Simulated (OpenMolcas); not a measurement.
# Fe2+ in a ligand field

Fe2+ with 2 ligands (water) in linear coordination (D2h) at 1.88 Å. Ligand basis ANO-RCC-VDZP.
```
Fe    0.0000    0.0000    0.0000
O     0.0000    0.0000    1.8800
H     0.7797    0.0000    2.4570
H    -0.7797    0.0000    2.4570
O     0.0000    0.0000   -1.8800
H     0.7797    0.0000   -2.4570
H    -0.7797    0.0000   -2.4570
```

```yaml
Program: OpenMolcas 26.06
Method: CASSCF
Basis: ANO-RCC-VDZP [5s4p2d1f]
Scalar_Hamiltonian: DKH2, point nucleus
Active_space: 6 electrons in 5 orbitals (3d)
State_averaging: 2S+1 = 5 even, 5 roots; 2S+1 = 3 even, 45 roots; 2S+1 = 1 even, 50 roots
Spin-orbit_coupling: RASSI with atomic mean-field integrals over the reference wave functions
```

The lowest spin-free states, above the lowest:

```csv
State,Degeneracy,E (cm-1)
2S+1 = 5,1,0.0
2S+1 = 5,1,30.6
2S+1 = 5,1,1831
2S+1 = 5,1,4535
2S+1 = 5,1,7793
2S+1 = 3,1,19394
2S+1 = 3,1,19491
2S+1 = 3,1,19616
2S+1 = 3,1,20847
2S+1 = 3,1,21258
2S+1 = 3,1,22507
2S+1 = 3,1,22512
2S+1 = 3,1,23612
2S+1 = 3,1,23747
2S+1 = 3,1,24288
2S+1 = 3,1,24290
2S+1 = 3,1,24425
2S+1 = 3,1,25459
2S+1 = 3,1,26968
2S+1 = 3,1,27343
```

The lowest levels with spin-orbit coupling:

```csv
E (cm-1),Degeneracy,2S+1,g
0.0,2,5,0.00 0.00 12.00
199.3,1,5,
199.5,1,5,
387.3,1,5,
419.5,1,5,
597.9,1,5,
627.6,1,5,
826.7,1,5,
827.2,1,5,
2236,1,5,
2239,1,5,
2253,1,5,
2271,1,5,
2272,1,5,
4913,2,5,0.00 0.00 8.57
4956,1,5,
4957,1,5,
4971,1,5,
8219,1,5,
8222,1,5,
```

Powder χT (cm3 K/mol): 4.52 at 2 K, 4.58 at 10 K, 4.87 at 50 K, 5.09 at 100 K, 5.11 at 200 K, 4.97 at 300 K. The effective moment at 300 K is 2.828 √(χT) = 6.31 μB.

The lowest level has 2S+1 = 5, for which the spin-only value is χT = S(S+1) / 2 = 3.000 cm3 K/mol (g = 2). The computed 4.973 at 300 K differs by +1.973, through orbital momentum, spin-orbit coupling and any other state in reach.

Metal share of the active 3d orbitals (Löwdin): 90, 97, 98, 100, 100 %; Mulliken charge of the metal 1.82.

Spin-orbit coupling mixes the spin-free states strongly: the lowest level takes only 52 % from its leading state, an unlabelled state of the same spin as most of the rest. Without dynamic correlation the repulsion within the d shell is too large (B by tens of per cent), so at a given field states of lower spin stand too high. Ligand-to-metal charge-transfer states are missing. With no ligand orbital active B as a rule stays too high, so bands that hang on it stand too high and its fall with covalency is understated. No measured value stands beside these numbers; the geometry was imposed, not optimised, and the real ion may take another.

With an even number of electrons the g values are those of a degenerate or nearly degenerate non-Kramers pair.
